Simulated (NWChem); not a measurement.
All runs are NWChem calculations. System: H₄AlFS, charge 0, spin multiplicity 1, at a geometry optimised with PBE0/def2-SVP. The structure started from a generated list of species. Level: G0W0@PBE/def2-TZVPD, RI basis def2-tzvpd-rifit.

Output (cleaned and shortened):

```
             Northwest Computational Chemistry Package (NWChem) 7.3.0
             --------------------------------------------------------

                                NWChem Input Module
                                -------------------

 Scaling coordinates for geometry "geometry" by  1.889725989
 (inverse scale =  0.529177249)

 Turning off AUTOSYM since
 SYMMETRY directive was detected!

                             Geometry "geometry" -> ""
                             -------------------------

 Output coordinates in angstroms (scale by  1.889725989 to convert to a.u.)

  No.       Tag          Charge          X              Y              Z
 ---- ---------------- ---------- -------------- -------------- --------------
    1 Al                  13.0000    -0.78840200     0.81713400     0.00000000
    2 H                    1.0000    -1.52386700     0.71015100    -1.40501300
    3 H                    1.0000    -1.52386700     0.71015100     1.40501300
    4 F                    9.0000     0.68210100     1.64078800     0.00000000
    5 S                   16.0000     0.29896500    -1.52087100     0.00000000
    6 H                    1.0000     1.18730300    -1.23810600    -0.97958400
    7 H                    1.0000     1.18730300    -1.23810600     0.97958400

 Effective nuclear repulsion energy (a.u.)     141.9253771156

            Nuclear Dipole moment (a.u.)
            ----------------------------
        X                 Y               Z
 ---------------- ---------------- ----------------
    -0.0000094486    -0.0000226767     0.0000000000

      Symmetry information
      --------------------

 Group name             Cs
 Group number              2
 Group order               2
 No. of unique centers     5

      Symmetry unique atoms

     1    2    4    5    6


 Summary of "ao basis" -> "" (spherical)
 ------------------------------------------------------------------------------
       Tag                 Description            Shells   Functions and Types
 ---------------- ------------------------------  ------  ---------------------
 *                         def2-tzvpd                 on all atoms

 new library libraries.bse/

 Summary of "ri basis" -> "" (spherical)
 ------------------------------------------------------------------------------
       Tag                 Description            Shells   Functions and Types
 ---------------- ------------------------------  ------  ---------------------
 *                      def2-tzvpd-rifit              on all atoms

  pbe96 is a nonlocal functional; adding pw91lda local functional.

                                 NWChem DFT Module
                                 -----------------

 Summary of "ao basis" -> "ao basis" (spherical)
 ------------------------------------------------------------------------------
       Tag                 Description            Shells   Functions and Types
 ---------------- ------------------------------  ------  ---------------------
 Al                        def2-tzvpd               15       43   6s5p3d1f
 H                         def2-tzvpd                5        9   3s2p
 F                         def2-tzvpd               14       40   6s4p3d1f
 S                         def2-tzvpd               16       46   6s6p3d1f

 Summary of "ao basis" -> "ao basis" (spherical)
 ------------------------------------------------------------------------------
       Tag                 Description            Shells   Functions and Types
 ---------------- ------------------------------  ------  ---------------------
 Al                        def2-tzvpd               15       43   6s5p3d1f
 H                         def2-tzvpd                5        9   3s2p
 F                         def2-tzvpd               14       40   6s4p3d1f
 S                         def2-tzvpd               16       46   6s6p3d1f

      Symmetry analysis of basis
      --------------------------

        a'        105
        a"         60

            General Information
            -------------------
          SCF calculation type: DFT
          Wavefunction type:  closed shell.
          No. of atoms     :     7
          No. of electrons :    42
[...]
  ----- ------------  ---------------      ----- ------------  ---------------
    69      0.355541  4 F  py                72      0.286227  4 F  py
    16     -0.184547  1 Al px               118      0.179880  5 S  py
    75      0.174510  4 F  py                 4      0.164212  1 Al s
    45      0.108376  2 H  s                 54      0.108376  3 H  s
     3     -0.104593  1 Al s                121      0.099774  5 S  py

 Vector   20  Occ=2.000000D+00  E=-2.787633D-01  Symmetry=a'
              MO Center= -3.2D-01, -1.7D-01,  5.1D-14, r^2= 4.3D+00
   Bfn.  Coefficient  Atom+Function         Bfn.  Coefficient  Atom+Function
  ----- ------------  ---------------      ----- ------------  ---------------
   118      0.372110  5 S  py               121      0.230108  5 S  py
     4     -0.189279  1 Al s                115      0.163409  5 S  py
    16      0.152420  1 Al px                68     -0.148712  4 F  px
    69      0.138979  4 F  py               109     -0.137349  5 S  py
    45     -0.125749  2 H  s                 54     -0.125749  3 H  s

 Vector   21  Occ=2.000000D+00  E=-2.482686D-01  Symmetry=a"
              MO Center= -1.2D+00,  7.6D-01, -6.9D-14, r^2= 3.0D+00
   Bfn.  Coefficient  Atom+Function         Bfn.  Coefficient  Atom+Function
  ----- ------------  ---------------      ----- ------------  ---------------
    18      0.266159  1 Al pz                45     -0.225088  2 H  s
    54      0.225088  3 H  s                 46     -0.159579  2 H  s
    55      0.159579  3 H  s                 70     -0.157036  4 F  pz
    44     -0.138387  2 H  s                 53      0.138387  3 H  s
    73     -0.126750  4 F  pz                21      0.116138  1 Al pz

 Vector   22  Occ=0.000000D+00  E=-6.568343D-02  Symmetry=a"
              MO Center=  4.8D-01, -1.4D+00,  1.4D-13, r^2= 3.1D+00
   Bfn.  Coefficient  Atom+Function         Bfn.  Coefficient  Atom+Function
  ----- ------------  ---------------      ----- ------------  ---------------
   119      0.411686  5 S  pz               122      0.346251  5 S  pz
   149      0.270452  6 H  s                158     -0.270452  7 H  s
   150      0.242519  6 H  s                159     -0.242519  7 H  s
   139      0.156452  5 S  d  1             116      0.148922  5 S  pz
   134      0.143526  5 S  d  1             129      0.126990  5 S  d  1

 Vector   23  Occ=0.000000D+00  E=-5.458601D-02  Symmetry=a'
              MO Center=  8.2D-01, -1.3D+00, -2.8D-14, r^2= 6.4D+00
   Bfn.  Coefficient  Atom+Function         Bfn.  Coefficient  Atom+Function
  ----- ------------  ---------------      ----- ------------  ---------------
     5      0.619716  1 Al s                107     -0.590279  5 S  s
     6     -0.501106  1 Al s                105      0.373229  5 S  s
   106      0.313933  5 S  s                117      0.259261  5 S  px
   123     -0.227778  5 S  px               124      0.207957  5 S  py
   104     -0.199298  5 S  s                149     -0.165298  6 H  s

 Vector   24  Occ=0.000000D+00  E=-2.117738D-02  Symmetry=a'
              MO Center= -7.6D-01,  9.5D-01, -5.9D-14, r^2= 7.2D+00
   Bfn.  Coefficient  Atom+Function         Bfn.  Coefficient  Atom+Function
  ----- ------------  ---------------      ----- ------------  ---------------
     6      0.840414  1 Al s                  5     -0.561209  1 Al s
   107     -0.421476  5 S  s                 17      0.390894  1 Al py
    20      0.243264  1 Al py               120     -0.185811  5 S  px
   117     -0.174749  5 S  px                32     -0.157898  1 Al d -2
   124      0.145679  5 S  py               150      0.135720  6 H  s

 center of mass
 --------------
 x =   0.01306164 y =   0.08137420 z =   0.00000000

 moments of inertia (a.u.)
 ------------------
         546.313781444577          56.514342222950           0.000000000000
          56.514342222950         149.625553246791           0.000000000000
           0.000000000000           0.000000000000         653.706469346599

     Multipole analysis of the density
     ---------------------------------

     L   x y z        total         alpha         beta         nuclear
     -   - - -        -----         -----         ----         -------
     0   0 0 0     -0.000000    -21.000000    -21.000000     42.000000

     1   1 0 0      0.508722      0.254366      0.254366     -0.000009
     1   0 1 0     -1.253840     -0.626909     -0.626909     -0.000023
     1   0 0 1     -0.000000     -0.000000     -0.000000      0.000000

     2   2 0 0    -25.221884    -50.395776    -50.395776     75.569668
     2   1 1 0     -2.956041     17.594504     17.594504    -38.145049
     2   1 0 1      0.000000      0.000000      0.000000      0.000000
     2   0 2 0    -25.632833   -144.933459   -144.933459    264.234084
     2   0 1 1      0.000000      0.000000      0.000000      0.000000
     2   0 0 2    -25.197706    -23.075093    -23.075093     20.952480

 Task  times  cpu:       23.8s     wall:       23.8s

                                NWChem Input Module
                                -------------------

                                 NWChem GW Module
                                 ----------------

                             ***********************
                             ***        GW       ***
                             ***********************

 Summary of "ri basis" -> "ri basis" (spherical)
 ------------------------------------------------------------------------------
       Tag                 Description            Shells   Functions and Types
 ---------------- ------------------------------  ------  ---------------------
 Al                     def2-tzvpd-rifit            33      129   10s8p7d6f2g
 H                      def2-tzvpd-rifit            10       24   5s3p2d
 F                      def2-tzvpd-rifit            26       92   9s7p5d4f1g
 S                      def2-tzvpd-rifit            33      129   10s8p7d6f2g

                 Memory Information
                 ------------------
          Available GA per process is          1699.8 MBs
          Available stack per process is        700.0 MBs
          Available heap per process is           0.0 MBs

          Peak memory in Initialization
              Peak GA per process is                 14.7 MBs
              Peak stack per process is               0.3 MBs
              Peak heap per process is               15.2 MBs
              Memory not in MA per process            0.0 MBs

          Peak memory in CDGW Calculation
              Peak GA per process is                 17.9 MBs
              Peak stack per process is               3.0 MBs
              Peak heap per process is                3.4 MBs
              Memory not in MA per process            0.0 MBs

          Computing 2-center integrals
          Computing Inverse Cholesky factor
          Computing 3-center integrals
          Computing Vxc

          Computing Sigma_x
          Computing W(iw) on the imaginary grid
          Solving quasiparticle equations

                  Alpha Orbitals
          State     Energy (eV)     Error (eV)
          -----------------------------------
@GW        18        -12.565           0.002
@GW        19        -12.023           0.002
@GW        20        -10.742           0.002
@GW        21         -9.978           0.002
@GW        22          1.216           0.004
@GW        23          0.780           0.005

     GW Timing Statistics
   ------------------------
   Init.   :          0.1s
     ERIs  :          1.6s
     Distr.:          0.0s
     Vxc   :          0.3s
   Vmo     :          0.0s
   iW      :          2.8s
   I_n     :          0.0s
   R_n     :          0.3s
   GW total:          5.1s

 Task  times  cpu:        5.1s     wall:        5.1s

 Total times  cpu:       28.9s     wall:       28.9s
```

Problem. Write an NWChem input that would produce this output.

Solution. This is not unique; one that fits is 
```
start mol
memory heap 200 mb stack 700 mb global 1700 mb
geometry units angstroms nocenter noautoz
  Al    -0.788402     0.817134     0.000000
  H     -1.523867     0.710151    -1.405013
  H     -1.523867     0.710151     1.405013
  F      0.682101     1.640788     0.000000
  S      0.298965    -1.520871     0.000000
  H      1.187303    -1.238106    -0.979584
  H      1.187303    -1.238106     0.979584
  symmetry group Cs
end
basis spherical
  * library def2-tzvpd
end
basis "ri basis" bse spherical
  * library def2-tzvpd-rifit
end
dft
  xc xpbe96 cpbe96
  iterations 100
  direct
  tolerances tight
end
task dft energy
gw
  method cdgw
  states alpha occ 4 vir 2
end
task dft gw
```
